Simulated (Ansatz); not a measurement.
Consider the isomerisation: `BO[SiH](C)Br` → `BOC[SiH2]Br`.

Computed with Ansatz on PBE0-D4/def2-TZVP structures; ΔE is electronic, products minus reactants. CCSD(T)/CBS adds triple-zeta CCSD(T) − MP2 to the extrapolated MP2 energy (def2 sets, frozen cores). DFT in def2-TZVPP. B3LYP here is the variant with VWN-RPA as its local correlation; programs differ in this. For Br outer-core shells are correlated without core-valence functions, which leaves a few kJ/mol of doubt a bond. Scalar relativity is left out up to krypton. Each species was taken in one conformer, which may not be the lowest.

```
             level  ΔE (kcal/mol)  difference from CCSD(T)/CBS
            PBE-D4           45.9                         -4.2
         r2SCAN-D4           49.8                         -0.3
           PBE0-D4           47.9                         -2.2
          B3LYP-D4           48.6                         -1.5
           ωB97X-V           48.3                         -1.8
           ωB97M-V           49.4                         -0.7
            B2PLYP           49.8                         -0.3
               PBE           45.8                         -4.3
            r2SCAN           49.9                         -0.2
              PBE0           47.9                         -2.2
             B3LYP           48.5                         -1.6
     HF/def2-TZVPP           51.8                          1.7
    MP2/def2-TZVPP           51.5                          1.4
SCS-MP2/def2-TZVPP           50.3                          0.2
   CCSD/def2-TZVPP           49.7                         -0.4
CCSD(T)/def2-TZVPP           49.2                         -0.9
     HF/def2-QZVPP           52.1                          2.0
    MP2/def2-QZVPP           52.1                          2.0
SCS-MP2/def2-QZVPP           51.0                          0.9
      HF/CBS(def2)           52.1                          2.0
     MP2/CBS(def2)           52.4                          2.3
    CCSD/CBS(def2)           50.6                          0.5
       CCSD(T)/CBS           50.1                            0
```

Largest T1 diagnostic among the species: 0.011.

From PBE to PBE0 (25 % exact exchange), in def2-TZVPP and without D4, ΔE moves by +2.1 kcal/mol.
